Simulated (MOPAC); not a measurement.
MOPAC input (PM7):

```
PM7 1SCF GEO-OK AUX(PRECISION=9) THREADS=1
H3B

B    -0.00000000 1   -0.00000000 1    0.00000000 1
H    -1.14940700 1   -0.10568700 1   -0.28676500 1
H     0.42885700 1   -0.56396100 1    0.95528500 1
H     0.72055000 1    0.66964800 1   -0.66852000 1
```

From the output:

```
                                                       MOPAC v23.2.5 Linux

          FINAL HEAT OF FORMATION =         23.92710 KCAL/MOL =     100.11100 KJ/MOL

          COSMO AREA              =         56.44 SQUARE ANGSTROMS
          COSMO VOLUME            =         39.02 CUBIC ANGSTROMS

          IONIZATION POTENTIAL    =         12.013264 EV
          HOMO LUMO ENERGIES (EV) =        -12.013 -0.345
          NO. OF FILLED LEVELS    =          3
          MOLECULAR WEIGHT        =         13.8337         POINT GROUP:  D3h

          MOLECULAR DIMENSIONS (Angstroms)

            Atom       Atom       Distance
            H     3    H     2     2.06000
            H     4    H     2     1.78402
            B     1    H     4     0.00000

          SCF CALCULATIONS        =          1

   ATOM   CHEMICAL          X               Y               Z
  NUMBER   SYMBOL      (ANGSTROMS)     (ANGSTROMS)     (ANGSTROMS)

     1       B         -0.00000000  *  -0.00000000  *   0.00000000  *
     2       H         -1.14940700  *  -0.10568700  *  -0.28676500  *
     3       H          0.42885700  *  -0.56396100  *   0.95528500  *
     4       H          0.72055000  *   0.66964800  *  -0.66852000  *

                             CARTESIAN COORDINATES

   1    B       -0.000000000    -0.000000000     0.000000000
   2    H       -1.149407000    -0.105687000    -0.286765000
   3    H        0.428857000    -0.563961000     0.955285000
   4    H        0.720550000     0.669648000    -0.668520000

           Empirical Formula: H3 B  =     4 atoms

      MOLECULAR POINT GROUP   :   D3h

                  EIGENVALUES
 -15.93374 -12.01326 -12.01326  -0.34511   3.90764   3.90764   6.51476

              NET ATOMIC CHARGES AND DIPOLE CONTRIBUTIONS

  ATOM NO.   TYPE          CHARGE      No. of ELECS.   s-Pop       p-Pop
    1          B          -0.034303        3.0343     0.82328     2.21102
    2          H           0.011434        0.9886     0.98857
    3          H           0.011434        0.9886     0.98857
    4          H           0.011434        0.9886     0.98857
 DIPOLE           X         Y         Z       TOTAL
 POINT-CHG.    -0.000    -0.000    -0.000     0.000
 HYBRID         0.000     0.000     0.000     0.000
 SUM            0.000     0.000     0.000     0.000

          ATOMIC ORBITAL ELECTRON POPULATIONS

     Atom    s        px        py        pz
    1  B   0.82328   1.05468   0.40517   0.75117
    2  H   0.98857
    3  H   0.98857
    4  H   0.98857

 **********************
 *                    *
 * JOB ENDED NORMALLY *
 *                    *
 **********************

 == MOPAC DONE ==
```

The geometry given is a B3LYP-D3(BJ)/def2-TZVP minimum.
